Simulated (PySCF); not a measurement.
# Computed records: BGeH$_{3}$O$_{2}$, BGeHO$_{2}$, BClGeO, ClGeH$_{3}$OSi

All values are calculated (PySCF 2.14.0). Calculation on a computer-drawn molecule: optimised geometry and harmonic frequencies of an isolated molecule of the commonest isotopes, restricted reference for singlets and unrestricted otherwise, frozen core in MP2; on germanium a core potential holds 10 electrons, which the energies leave out, and 3d is frozen in MP2 and coupled-cluster steps.

Common to all runs: charge 0; multiplicity 1; basis and core potential on germanium cc-pVDZ-PP ECP10MDF.

(1) BGeH$_{3}$O$_{2}$

Start structure:
```xyz
7
BGeH3O2
O     -0.8732     1.7311     1.4757
B     -0.1969     0.8391     1.0430
O      0.5389    -0.1216     0.5701
Ge     0.6703    -1.9145     0.8193
H      1.6864    -2.3464    -0.2216
H      1.1518    -2.1207     2.2477
H     -0.7162    -2.4940     0.5798
```

Here we set method MP2 and basis cc-pVDZ.

It finds rotational constants 27.93, 1.899, 1.82 GHz; total energy -470.1900 hartree; convergence status largest gradient component 6.452e-06 hartree/bohr.

Drawn bonds:
| atom | other atom | order |
| --- | --- | --- |
| 1 | 2 | 2 |
| 2 | 3 | 1 |
| 3 | 4 | 1 |
| 4 | 5 | 1 |
| 4 | 6 | 1 |
| 4 | 7 | 1 |

Optimised structure:
```xyz
7
BGeH3O2
O     -0.8845     1.6649     1.5807
B     -0.1860     0.8064     1.0406
O      0.5828    -0.0915     0.4343
Ge     0.6652    -1.8953     0.8095
H      1.7007    -2.4053    -0.1850
H      1.1124    -2.0349     2.2638
H     -0.7295    -2.4714     0.5699
```

Modes:
| frequency (cm⁻¹) | reduced mass (dalton) |
| --- | --- |
| 44.07 | 1.374 |
| 108.8 | 9.623 |
| 483.3 | 13.93 |
| 509.2 | 9.918 |
| 593.8 | 3.761 |
| 646.3 | 1.119 |
| 668.1 | 1.385 |
| 893.3 | 1.07 |
| 897.5 | 1.024 |
| 900.5 | 1.031 |
| 1084 | 9.785 |
| 2031 | 11.49 |
| 2234 | 1.017 |
| 2238 | 1.025 |
| 2258 | 1.022 |

(2) BGeHO$_{2}$

Start structure:
```xyz
5
BGeHO2
O     -1.4634     0.1162    -0.7374
B     -0.4160    -0.4537    -0.5798
O      0.6180    -1.1097    -0.3857
Ge     2.2284    -1.8031    -0.0841
H      1.9834    -3.1267    -1.1469
```

Settings of this run: method HF and basis cc-pVDZ.

The calculation gives: rotational constants 48.69, 1.873, 1.804 GHz; total energy -468.4761 hartree; convergence status largest gradient component 1.011e-05 hartree/bohr.

Drawn bonds:
| atom | other atom | order |
| --- | --- | --- |
| 1 | 2 | 2 |
| 2 | 3 | 1 |
| 3 | 4 | 1 |
| 4 | 5 | 1 |

Optimised structure:
```xyz
5
BGeHO2
O     -1.3008     0.3799    -0.5072
B     -0.4823    -0.4882    -0.6330
O      0.4046    -1.4318    -0.7709
Ge     2.1030    -1.7306    -0.1272
H      2.2259    -3.1063    -0.8956
```

Modes:
| frequency (cm⁻¹) | reduced mass (dalton) |
| --- | --- |
| 106.1 | 13.64 |
| 162 | 1.231 |
| 479.4 | 16.12 |
| 594.4 | 11.43 |
| 630.5 | 10.24 |
| 832.5 | 1.093 |
| 1174 | 12.28 |
| 2031 | 1.024 |
| 2189 | 11.81 |

(3) BGeHO$_{2}$

Start structure:
```xyz
5
BGeHO2
O     -1.3008     0.3799    -0.5072
B     -0.4823    -0.4882    -0.6330
O      0.4046    -1.4318    -0.7709
Ge     2.1030    -1.7306    -0.1272
H      2.2259    -3.1063    -0.8956
```

It was run with method MP2 and basis cc-pVDZ.

The calculation gives: rotational constants 34.86, 1.946, 1.843 GHz; total energy -468.9893 hartree; convergence status largest gradient component 2.224e-05 hartree/bohr.

Drawn bonds:
| atom | other atom | order |
| --- | --- | --- |
| 1 | 2 | 2 |
| 2 | 3 | 1 |
| 3 | 4 | 1 |
| 4 | 5 | 1 |

Optimised structure:
```xyz
5
BGeHO2
O     -1.2573     0.4349    -0.4531
B     -0.4768    -0.4985    -0.6364
O      0.3444    -1.5269    -0.8573
Ge     2.0577    -1.6959    -0.1283
H      2.2825    -3.0907    -0.8588
```

Modes:
| frequency (cm⁻¹) | reduced mass (dalton) |
| --- | --- |
| 109.4 | 14.25 |
| 193.7 | 1.164 |
| 467.4 | 14.32 |
| 525.3 | 10.5 |
| 595.6 | 11.24 |
| 780.9 | 1.096 |
| 1057 | 11.5 |
| 1979 | 1.032 |
| 2022 | 10.76 |

(4) BClGeO

Start structure:
```xyz
4
BClGeO
O     -0.7973    -0.2099    -0.7524
B     -0.1716     0.1911     0.2641
Ge     0.9478     0.7870     1.9230
Cl    -0.4667     2.2607     2.6691
```

Settings of this run: method HF and basis cc-pV(D+d)Z.

The calculation gives: rotational constants 5.388, 2.235, 1.58 GHz; total energy -852.5136 hartree; convergence status largest gradient component 1.416e-05 hartree/bohr.

Drawn bonds:
| atom | other atom | order |
| --- | --- | --- |
| 1 | 2 | 2 |
| 2 | 3 | 1 |
| 3 | 4 | 1 |

Optimised structure:
```xyz
4
BClGeO
O     -0.7879    -0.1938    -0.7239
B     -0.1977     0.1845     0.2340
Ge     0.9804     0.7800     1.9404
Cl    -0.4826     2.2582     2.6533
```

Modes:
| frequency (cm⁻¹) | reduced mass (dalton) |
| --- | --- |
| 107 | 24.6 |
| 277.1 | 11.96 |
| 348.7 | 14.86 |
| 404 | 41.5 |
| 429.1 | 13.75 |
| 2120 | 12.47 |

(5) BClGeO

Start structure:
```xyz
4
BClGeO
O     -0.7879    -0.1938    -0.7239
B     -0.1977     0.1845     0.2340
Ge     0.9804     0.7800     1.9404
Cl    -0.4826     2.2582     2.6533
```

It was run with method MP2 and basis cc-pV(D+d)Z.

The calculation gives: rotational constants 5.311, 2.238, 1.575 GHz; total energy -852.9789 hartree; convergence status largest gradient component 2.21e-06 hartree/bohr.

Drawn bonds:
| atom | other atom | order |
| --- | --- | --- |
| 1 | 2 | 2 |
| 2 | 3 | 1 |
| 3 | 4 | 1 |

Optimised structure:
```xyz
4
BClGeO
O     -0.8034    -0.1940    -0.7364
B     -0.1861     0.1889     0.2485
Ge     0.9880     0.7809     1.9478
Cl    -0.4863     2.2531     2.6438
```

Modes:
| frequency (cm⁻¹) | reduced mass (dalton) |
| --- | --- |
| 96.41 | 24.43 |
| 243 | 11.95 |
| 329.5 | 13.66 |
| 400.7 | 15.61 |
| 410 | 37.77 |
| 1881 | 12.45 |

(6) ClGeH$_{3}$OSi

Start structure:
```xyz
7
ClGeH3OSi
O     -1.0035    -2.2723     0.1880
Si    -0.8017    -1.6555     1.6184
Ge    -1.0716     0.6408     2.0153
Cl    -0.7556     1.0977     3.9753
H     -0.4105    -2.4816     2.7416
H     -0.2059     1.5327     1.1514
H     -2.4470     1.1323     1.6843
```

It was run with method HF and basis cc-pV(D+d)Z.

It finds rotational constants 6.543, 1.343, 1.13 GHz; total energy -1118.4591 hartree; convergence status largest gradient component 5.786e-06 hartree/bohr.

Drawn bonds:
| atom | other atom | order |
| --- | --- | --- |
| 1 | 2 | 2 |
| 2 | 3 | 1 |
| 3 | 4 | 1 |
| 2 | 5 | 1 |
| 3 | 6 | 1 |
| 3 | 7 | 1 |

Optimised structure:
```xyz
7
ClGeH3OSi
O     -0.9913    -2.2776     0.2138
Si    -0.8002    -1.6706     1.5713
Ge    -1.1143     0.6833     1.9297
Cl    -0.7027     1.0213     4.0474
H     -0.4150    -2.4167     2.7864
H     -0.1229     1.5299     1.1444
H     -2.5495     1.1245     1.6811
```

Modes:
| frequency (cm⁻¹) | reduced mass (dalton) |
| --- | --- |
| 29.03 | 4.621 |
| 90.98 | 13.76 |
| 211.2 | 16.86 |
| 392.4 | 10.66 |
| 396.5 | 1.082 |
| 423.2 | 24.34 |
| 583.9 | 1.317 |
| 688.9 | 1.054 |
| 779.7 | 1.065 |
| 892.5 | 1.091 |
| 946.8 | 1.032 |
| 1316 | 16.4 |
| 2271 | 1.023 |
| 2272 | 1.018 |
| 2337 | 1.045 |
